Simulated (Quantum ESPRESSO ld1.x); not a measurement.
Q: Te+, 51 electrons, occupied as [Kr] 4d8 5s2 5p5 (not the ground configuration). Method: Dirac Kohn-Sham, PBE, spin-unpolarised, spherical densities, point nucleus; open shells are shared between the two j in proportion to 2j + 1; computed with ld1.x of Quantum ESPRESSO 7.5.

Spin-orbit splittings of the eigenvalues, e(l+1/2) - e(l-1/2), with zeta = 2 splitting/(2l+1) and mean radii in bohr:

shell  occ.  splitting (eV)  zeta (eV)  <r> j=l-1/2  <r> j=l+1/2
2p        6           274.5      183.0       0.1008       0.1064
3p        6           51.21      34.14       0.3121       0.3235
3d       10           10.72      4.286       0.2944       0.2980
4p        6               ?          ?       0.7901       0.8169
4d        8           1.600     0.6400       0.9249       0.9352
5p        5           1.203     0.8018        2.205        2.292

Estimate the 4p splitting.

A: 10.05 eV (zeta = 6.701 eV).
